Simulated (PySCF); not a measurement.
Rh(OH)2 (quartet). Level of theory: UPBE0 in PySCF with Rh def2-SVP with ECP28, O def2-SVP, H def2-SVP; scalar-relativistic core potentials, no spin–orbit coupling; density-fitted integrals.

Harmonic bands of its minimum:

```
ω (cm⁻¹)  IR (km/mol)
     127          2.6
     156         58.9
     238         32.4
     529          311
     607         42.4
     648          6.3
     705          194
    3903          255
    3905         67.4
```

Question: The central atom is Rh. Infer the point group and assign the bands.

Answer: C2. The modes span 5a + 4b: 127 a, 156 b, 238 a, 529 b, 607 a, 648 a, 705 b, 3903 b, 3905 a. The computed geometry has O–H 0.964 Å (×2), Rh–O 1.869 Å (×2); H–O–Rh 125.3° (×2), O–Rh–O 176.6°.

This need not be the most stable arrangement of these atoms. Open d and f shells are described by one determinant, and the ground state may have another occupation or spin.
